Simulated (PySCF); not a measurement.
Simulated Si 2p region for `N#C[Si](Cl)(Cl)Cl` (Si(CN)Cl3), binding energy against the vacuum level.

Every computed line was given a Gaussian of 0.4 eV full width at half maximum and an area set by the number of equivalent atoms (split 2:1 within a doublet); the highest printed point is 100. Computed, not measured: delta-SCF UKS SCAN, pcX-2 on the ionised atom, pcseg-1 elsewhere, spin-free X2C (PySCF).

binding energy (eV), intensity and a bar:
```
    110.0          0 
    110.1          2 #
    110.2          8 ##
    110.3         26 ########
    110.4         58 #################
    110.5         90 ###########################
    110.6        100 ##############################
    110.7         79 ########################
    110.8         46 ##############
    110.9         27 ########
    111.0         29 #########
    111.1         42 #############
    111.2         50 ###############
    111.3         43 #############
    111.4         26 ########
    111.5         11 ###
    111.6          3 #
    111.7          1 
    111.8          0
```

**Question.** Count the maxima, the lines and the sites behind this envelope.

**Answer.** The curve has 2 maxima (at 110.6 and 111.2 eV). Under it lie 2 lines from 1 inequivalent silicon site, drawn as a 2p3/2, 2p1/2 pair.

**Question.** Decompose the envelope and assign each component. Bonds: Si1–C2, Si1–Cl4, Si1–Cl5, Si1–Cl6, C2–N3.

**Answer.** 
```json
{"position (eV)": "110.58", "relative area": "0.67", "line": "Si 2p3/2", "atoms": "Si1", "environment": "silicon bonded to C and 3 Cl"}
{"position (eV)": "111.21", "relative area": "0.33", "line": "Si 2p1/2", "atoms": "Si1", "environment": "silicon bonded to C and 3 Cl"}
```

**Question.** What are the centre and the root-mean-square width of the whole band?

**Answer.** The area-weighted mean of the lines is 110.79 eV. Their own spread about it is 0.29 eV (rms) and each Gaussian has σ = 0.4/2.355 = 0.17 eV; the variances add, which gives 0.34 eV.

The curve has no shake-up lines and no vibrational structure. Spin–orbit coupling isn't in the SCF: each 2p doublet comes from a relaxed spin-free hole plus a matrix of the shell (mean-field spin–orbit coupling and the ground-state 2p splitting), with 2p3/2 averaged over its two sublevels. 2p1/2 minus 2p3/2 (ligand field included): Si 0.63 eV. Isolated species at its PBE0-D3(BJ)/def2-SVP geometry, gas phase.

The run took 41 s wall on one thread, AMD EPYC (x86_64), shared host with 64 logical CPUs at a one-minute load of 58, and the process peaked at 0.51 GiB of memory.
